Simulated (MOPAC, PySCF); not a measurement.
C$_{9}$H$_{8}$BN, SMILES `Bc1ccc2ncccc2c1`, neutral singlet in the gas phase. 

Cartesian coordinates (Å):
SMILES: n1cccc2c1ccc(c2)B
```xyz
19

B      3.2880     0.8864    -0.6866
C      1.9187     0.2444    -0.3999
C      1.7949    -1.1349    -0.0261
C      0.5733    -1.7106     0.2306
C     -0.6209    -0.9421     0.1311
N     -1.8138    -1.5423     0.3918
C     -2.9083    -0.8197     0.2959
C     -2.9296     0.5548    -0.0642
C     -1.7350     1.1825    -0.3324
C     -0.5267     0.4409    -0.2412
C      0.7491     0.9995    -0.4980
H      3.3554     2.0510    -0.9989
H      4.3011     0.2351    -0.6023
H      2.7046    -1.7354     0.0538
H      0.4719    -2.7593     0.5154
H     -3.8550    -1.3308     0.5119
H     -3.8809     1.0873    -0.1224
H     -1.6974     2.2385    -0.6138
H      0.8107     2.0544    -0.7809
```
Charge 0, multiplicity 1.

All levels are single points at this geometry (B3LYP-D3(BJ)/def2-SVP); Pople sets use spherical d functions. Orbital energies aren't observables, and empty levels follow the basis.

| level | HOMO (eV) | LUMO (eV) | gap (eV) | dipole (D) | vertical IE, Delta-SCF (eV) |
|---|---|---|---|---|---|
| M06-2X/def2-TZVP in PySCF | -8.06 | -1.63 | 6.43 | 2.12 | 8.88 |
| B3LYP/3-21G in PySCF | -6.70 | -2.31 | 4.40 | 2.19 | – |
| B3LYP/6-311+G** in PySCF | -6.90 | -2.60 | 4.30 | 2.24 | – |
| B3LYP/6-31G* in PySCF | -6.57 | -2.22 | 4.35 | 2.17 | 8.42 |
| BP86/6-31G* in PySCF | -5.93 | -3.02 | 2.91 | 2.21 | – |
| M06-2X/6-31G* in PySCF | -7.84 | -1.33 | 6.52 | 2.08 | – |
| PBE/6-31G* in PySCF | -5.81 | -2.93 | 2.87 | 2.20 | 8.40 |
| SVWN5/6-31G* in PySCF | -5.90 | -3.17 | 2.73 | 2.25 | – |
| HF/6-31G* in PySCF | -8.48 | 1.40 | 9.88 | 2.33 | – |
| HF/STO-3G in PySCF | -6.78 | 4.32 | 11.10 | 1.81 | – |
| AM1 in MOPAC | -9.23 | -0.76 | 8.47 | 1.79 | – |
| PM3 in MOPAC | -9.39 | -1.27 | 8.12 | 2.12 | – |
| PM7 in MOPAC | -9.43 | -1.34 | 8.09 | 2.28 | – |
